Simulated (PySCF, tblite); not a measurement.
Isomers of C6H15ClSi, one GFN2-xTB conformer each. Single-point energies are computed at PBE0/pcSseg-1 (PySCF, gas phase, no added dispersion term), electronic only.

```csv
SMILES,GFN2-xTB relative energy (kJ/mol)
CCCC[C@](C)([SiH3])Cl,78.8
CCC[Si@H](CC)CCl,156.2
CCC[Si@@H](Cl)C(C)C,0.0
```

Conformers: `[CH3:1][CH2:2][CH2:3][CH2:4][C@:5]([CH3:6])([SiH3:7])[Cl:8]` with C1–C2–C3–C4 -179°, C2–C3–C4–C5 177°, C3–C4–C5–C6 180°; `[CH3:1][CH2:2][CH2:3][Si@H:4]([CH2:5][CH3:6])[CH2:7][Cl:8]` with C1–C2–C3–Si4 179°, C2–C3–Si4–C5 176°, C3–Si4–C5–C6 62°, C3–Si4–C7–Cl8 56°; `[CH3:1][CH2:2][CH2:3][Si@@H:4]([Cl:5])[CH:6]([CH3:7])[CH3:8]` with C1–C2–C3–Si4 180°, C2–C3–Si4–Cl5 52°, C3–Si4–C6–C7 -172°.

Q: What does PBE0/pcSseg-1 give for the same structures?

A: 
| SMILES | PBE0/pcSseg-1 E (Eh) | PBE0/pcSseg-1 (kJ/mol) | GFN2-xTB (kJ/mol) | point group |
| --- | --- | --- | --- | --- |
| CCC[Si@@H](Cl)C(C)C | -986.80260 | 0.0 | 0.0 | C1 |
| CCC[Si@H](CC)CCl | -986.75289 | 130.5 | 156.2 | C1 |
| CCCC[C@](C)([SiH3])Cl | -986.73344 | 181.6 | 78.8 | C1 |

Both levels put the same isomer lowest; measured from each level's own lowest isomer, the values differ by up to 102.8 kJ/mol (CCCC[C@](C)([SiH3])Cl: 78.8 against 181.6). 

Q: Which frontier levels, dipoles and rotational constants go with these structures?

A: 
```tsv
SMILES	HOMO (eV, PBE0/pcSseg-1)	LUMO (eV)	dipole (D)	A, B, C (MHz)
CCC[Si@@H](Cl)C(C)C	-7.88	0.96	1.90	1836, 803.4, 589.1
CCC[Si@H](CC)CCl	-7.79	0.65	1.61	1198, 970.3, 621.2
CCCC[C@](C)([SiH3])Cl	-7.87	0.45	1.94	1933, 721.5, 671.9
```

Q: What happens when harmonic zero-point energies from GFN2-xTB frequencies are added?

A: 
```json
{"SMILES": "CCC[Si@@H](Cl)C(C)C", "ZPE (kJ/mol)": "515.9", "electronic (kJ/mol)": "0.0", "with ZPE (kJ/mol)": "0.0"}
{"SMILES": "CCC[Si@H](CC)CCl", "ZPE (kJ/mol)": "511.3", "electronic (kJ/mol)": "130.5", "with ZPE (kJ/mol)": "125.9"}
{"SMILES": "CCCC[C@](C)([SiH3])Cl", "ZPE (kJ/mol)": "502.3", "electronic (kJ/mol)": "181.6", "with ZPE (kJ/mol)": "168.0"}
```

The zero-point energies span 13.6 kJ/mol. The order is unchanged.
